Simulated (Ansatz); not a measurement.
Titanium tetrachloride, one more setting.

```yaml
crystal:
  periodic: [false, false, false]
  atoms:
    - {symbol: Cl, position_ang: [-1.013703, -0.083939, 1.894766]}
    - {symbol: Ti, position_ang: [0.009908, -0.014696, -0.008240]}
    - {symbol: Cl, position_ang: [1.760436, -1.280980, 0.068623]}
    - {symbol: Cl, position_ang: [-1.316568, -0.713055, -1.565990]}
    - {symbol: Cl, position_ang: [0.609727, 2.018969, -0.430559]}
basis:
  gaussian: {orbitals: aug-pcseg-2}
magnetization: {spin_polarized: true, initial_magnetization: 2}
hamiltonian: {xc: {name: B3LYP5}}
output: {forces: true}
```

```sh
$ ansatz run in.yaml --threads 4 --pin off --events-out ev --progress --plain --max-ram 10444MiB
```

Output, abridged:

```
Functional definition: B3LYP5
1875 factors; their error is unknown
mean field evaluation 1: about -73200.8588 eV, gradient 3.1e1 eV
mean field evaluation 2: about -73167.7236 eV, gradient 7.5e1 eV
mean field evaluation 4: about -73204.5747 eV, gradient 9.8e0 eV
mean field evaluation 8: about -73205.0454 eV, gradient 4.1e-1 eV
mean field evaluation 16: about -73205.0660 eV, gradient 1.8e0 eV
mean field evaluation 32: about -73205.4112 eV, gradient 1.7e-5 eV
mean field -73205.41121133 eV, -2690.2492416065 hartree, gradient 4.8e-6 eV, S^2 2.006589; 8 other end points of the search recorded, 0 dependent functions left out
reference -73205.41152610 eV, -2690.2492531739 hartree; 46, 44 occupied and 235, 237 virtual orbitals, 1875 factors
Total energy: -73205.41152610 eV, -2690.2492531739 hartree
Atom 0 at    -1.013703    -0.083939     1.894766 Å, force    -1.018082    -0.056117     1.862000 eV/Å
Atom 1 at     0.009908    -0.014696    -0.008240 Å, force    -0.001320     0.001177     0.001215 eV/Å
Atom 2 at     1.760436    -1.280980     0.068623 Å, force     1.724356    -1.239866     0.057655 eV/Å
Atom 3 at    -1.316568    -0.713055    -1.565990 Å, force    -1.304541    -0.702747    -1.521711 eV/Å
Atom 4 at     0.609727     2.018969    -0.430559 Å, force     0.599587     1.997552    -0.399158 eV/Å
Dipole moment:     0.000084    -0.000063    -0.000075 e Å
```

Hardware: 4 threads of an Arm Neoverse V2 on a shared host. Wall time 3.1 min, peak host memory 2.3 GiB.
